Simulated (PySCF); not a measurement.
Isomers of C8H10O2S, from PySCF, PBE0-D3(BJ)/def2-SVP geometry optimisation, gas phase. One conformer each, no zero-point energy, no frequencies.

Problem. Which isomer lies lower at this level?
A. `[CH3:1][S:2](=[O:3])(=[O:4])[CH2:5][c:6]1[cH:7][cH:8][cH:9][cH:10][cH:11]1` with C1–S2–C5–C6 56°, S2–C5–C6–C7 -110°: A = 2277, B = 593.2, C = 550.2 MHz, dipole 4.57 D
B. `[O:1]=[S:2]1(=[O:3])[CH:4]=[CH:5][C:6]([CH:7]2[CH2:8][CH2:9][CH2:10]2)=[CH:11]1` with C5–C6–C7–C8 -172°, O1–S2–C4–C5 113°, C4–C5–C6–C7 179°, C6–C7–C8–C9 142°, C7–C8–C9–C10 -20°: A = 2550, B = 528.8, C = 500.4 MHz, dipole 5.75 D

Solution. A. That is `CS(=O)(=O)Cc1ccccc1`, 54.2 kcal/mol below the other.

| SMILES | mapped SMILES | E (Eh) | relative (kcal/mol) | relative (kJ/mol) | dipole (D) |
| --- | --- | --- | --- | --- | --- |
| CS(=O)(=O)Cc1ccccc1 | [CH3:1][S:2](=[O:3])(=[O:4])[CH2:5][c:6]1[cH:7][cH:8][cH:9][cH:10][cH:11]1 | -858.34657 | 0.0 | 0.0 | 4.57 |
| O=S1(=O)C=CC(C2CCC2)=C1 | [O:1]=[S:2]1(=[O:3])[CH:4]=[CH:5][C:6]([CH:7]2[CH2:8][CH2:9][CH2:10]2)=[CH:11]1 | -858.26023 | 54.2 | 226.7 | 5.75 |

As drawn, the lower has an aromatic ring, which the higher lacks; the higher has a four-membered ring and a C=C bond outside aromatic rings, which the lower lacks.
